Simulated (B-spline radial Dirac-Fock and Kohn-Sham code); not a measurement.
# Sm³⁺ 4d5/2: cross section and angular parameters

System: samarium as Sm³⁺ in the configuration [Xe] 4f5; threshold 170.1 eV (orbital energy of the model). These are calculated numbers from a radial atomic solver; the model is Dirac-Hartree-Slater photoionisation with a Latter tail; cross sections with all multipoles, angular parameters from the dipole term and its interference with E2.

```
hν (eV)  σ (kb)       β       γ      δ
    205     236  -0.275  -0.304  0.098
    208     237  -0.443  -0.338  0.113
    265     381  -0.659  -0.122  0.138
    316     485  -0.064   0.083  0.084
    320     490  -0.028   0.092  0.081
    363       ?       ?       ?      ?
    400     514   0.477   0.147  0.033
    412     510   0.529   0.144  0.029
    444     496   0.649   0.130  0.019
    483     470   0.765   0.106  0.012
    498     459   0.804   0.096  0.010
    584     391   0.970   0.042  0.003
   1470    76.5   1.343   0.060  0.023
 1486.9    74.5   1.344   0.065  0.024
   1940    39.4   1.340   0.201  0.036
   4520    3.73   1.154   0.857  0.105
   5190    2.43   1.107   0.979  0.124
   5890    1.62   1.062   1.092  0.143
   6000    1.53   1.056   1.109  0.146
 8047.8   0.577   0.945   1.373  0.203
   9100   0.378   0.898   1.480  0.232
 9251.7   0.357   0.891   1.494  0.236
  12900   0.109   0.761   1.763  0.332
  15000  0.0627   0.702   1.875  0.385
```

**Question.** Give the values at 363 eV.

**Answer.** σ = 515 kb, β = 0.286, γ = 0.144, δ = 0.050.
